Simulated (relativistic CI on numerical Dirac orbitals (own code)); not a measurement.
Cr+: L2,3 absorption edge

Computed with this model: Dirac-Coulomb-Breit CI, orbitals from a KLI potential per configuration, model QED (radiative potential, 1s self-energy scaled to tabulated hydrogen-like ionisation energies), multiplet model of core-to-valence dipole absorption, unscaled Slater integrals; configurations [Ar] 3d5 → [He] 2s2 2p5 3s2 3p6 3d6; 80 K; Lorentzian 0.4 eV and Gaussian 0.3 eV FWHM. Energies are those of the free ion, without screening or charge transfer. The branching ratio is the share of the lower-energy edge in the whole absorption, uncertain by about 0.02 where the edges overlap. S is read from ⟨S²⟩ = S(S + 1).

Field parameters in Wybourne normalisation: Oh B⁴₀ = 21Dq, B⁴₄ = √(5/14) B⁴₀. The field is a parameter set, without covalency.

free ion: ground-state S = 2.50, centroid 578.60 eV. Peaks (eV, height): 575.9 (100), 577.1 (42), 579.7 (15), 584.7 (16), 586.4 (25).

Oh, 10Dq = 5350 cm⁻¹: ground-state S = 2.50, centroid 578.59 eV. Peaks (eV, height): 575.9 (100), 577.2 (37), 579.6 (13), 584.3 (13), 584.9 (12), 586.4 (19).

Oh, 10Dq = 8350 cm⁻¹: ground-state S = 2.50, centroid 578.59 eV. Peaks (eV, height): 574.8 (24), 576.0 (100), 577.4 (31), 579.6 (12), 584.2 (14), 585.2 (11), 586.3 (16), 586.7 (16).

Oh, 10Dq = 11350 cm⁻¹: ground-state S = 2.50, centroid 578.59 eV. Peaks (eV, height): 574.7 (32), 576.2 (100), 577.6 (30), 579.6 (11), 580.4 (7), 584.1 (14), 585.9 (17), 586.9 (15).

Oh, 10Dq = 14300 cm⁻¹: ground-state S = 2.50, centroid 578.58 eV. Peaks (eV, height): 574.5 (38), 576.4 (100), 577.7 (28), 579.7 (9), 580.7 (7), 583.9 (14), 585.9 (17), 587.1 (13).

Oh, 10Dq = 17300 cm⁻¹: ground-state S = 2.50, centroid 578.58 eV. Peaks (eV, height): 574.4 (42), 576.6 (100), 577.8 (24), 579.8 (8), 583.8 (13), 586.0 (14), 587.2 (11).

Strongest unbroadened transitions for free ion:

```tsv
Energy (eV)	Relative strength
575.22	21.0
575.48	22.9
575.67	24.4
575.84	89.1
575.95	100.0
576.05	44.7
576.25	21.3
577.09	72.0
577.28	24.5
577.65	14.8
579.69	27.2
580.46	6.5
584.26	5.6
584.43	5.8
584.49	14.9
584.81	25.0
586.22	16.8
586.42	50.3
```
